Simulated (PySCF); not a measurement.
C₃H₆GeO, SMILES [CH]1=C[O][Ge@H]1[CH3]. Atoms are numbered in the order given.

```xyz
11

C      2.0395     0.3280    -0.2290
Ge     0.2346     0.0524     0.4558
C     -1.3015     0.9357    -0.3250
C     -1.5890    -0.2546    -0.9027
O     -0.6922    -1.2310    -0.5948
H      2.5103     1.1842     0.2788
H      1.9934     0.5299    -1.3082
H      2.6536    -0.5671    -0.0485
H      0.2224    -0.3776     1.9387
H     -1.8267     1.8859    -0.3801
H     -2.4173    -0.5378    -1.5669
```
Charge 0, spin multiplicity 1.

The structure is a stationary point at B3LYP-D3(BJ)/def2-SVP. The structure was generated by enumeration; whether it is a known compound was not checked.

Two levels are set side by side: PBE/pcSseg-1 (PySCF) and PBE0/pcSseg-1 (PySCF). GIAO shifts against GeH4 (⁷³Ge), H2O (¹⁷O), TMS (¹H), TMS (¹³C) at the same level; non-relativistic, no solvent, atoms listed together averaged. Differences are taken from unrounded values.

```tsv
quantity	PBE0
δ(¹³C) of C1 (ppm)	6.5
δ(⁷³Ge) of Ge2 (ppm)	468.6
δ(¹³C) of C3 (ppm)	103.6
δ(¹³C) of C4 (ppm)	180.6
δ(¹⁷O) of O5 (ppm)	179.4
δ(¹H) of H9 (ppm)	6.73
δ(¹H) of H10 (ppm)	5.23
δ(¹H) of H11 (ppm)	7.68
```

### Question
What does PBE give, and how far is it from PBE0? (An estimate is asked for; the answer gives what the named calculation found.)

### Answer

```json
[
 {"quantity": "δ(¹³C) of C1 (ppm)", "PBE": "7.9", "PBE minus PBE0": "1.4"},
 {"quantity": "δ(⁷³Ge) of Ge2 (ppm)", "PBE": "496.5", "PBE minus PBE0": "27.9"},
 {"quantity": "δ(¹³C) of C3 (ppm)", "PBE": "102.3", "PBE minus PBE0": "-1.2"},
 {"quantity": "δ(¹³C) of C4 (ppm)", "PBE": "177.0", "PBE minus PBE0": "-3.5"},
 {"quantity": "δ(¹⁷O) of O5 (ppm)", "PBE": "201.0", "PBE minus PBE0": "21.6"},
 {"quantity": "δ(¹H) of H9 (ppm)", "PBE": "6.94", "PBE minus PBE0": "0.21"},
 {"quantity": "δ(¹H) of H10 (ppm)", "PBE": "5.18", "PBE minus PBE0": "-0.06"},
 {"quantity": "δ(¹H) of H11 (ppm)", "PBE": "7.67", "PBE minus PBE0": "-0.01"}
]
```

Rough cost on one machine, each run with all the roots and properties that it gave: PBE0 against PBE within a factor of 2.
